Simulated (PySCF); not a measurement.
## A survey of 33S NMR shifts

Computed data (PySCF 2.14): shieldings: GIAO PBE0/pcSseg-1, coordinates at the GFN2-xTB level. No solvent model, non-relativistic Hamiltonian, a single conformation, averaged over atoms made equivalent by symmetry, fast rotation or ring inversion.

Shieldings were converted by a linear fit to measured shifts: 33S (scatter 33.3 ppm rms vs sulfate, solution or neat liquid). A few per cent of atoms miss by over 2 rms, more outside the fitted compound classes.

Q: Give the 33S shifts of `C[C@@H](C1CCC1)[S@@](C)=O`, `S[SiH2]c1ccccc1`.

A: 
| compound | environment | δ (ppm) |
| --- | --- | --- |
| C[C@@H](C1CCC1)[S@@](C)=O | sulfoxide sulfur | -13 |
| S[SiH2]c1ccccc1 | sulfur bonded to Si, H | -560 |

Q: Order these by 33S shift, lowest first.
A. CC(=S)C1=CC=C[SiH2]1
B. [SiH3][SiH2]S
C. CC(C)Oc1ccsc1
D. CC(C)[S@](C)=O

A: B (-577 ppm, sulfur bonded to Si, H), C (-144 ppm, aromatic ring sulfur), D (5 ppm, sulfoxide sulfur), A (664 ppm, thione sulfur).
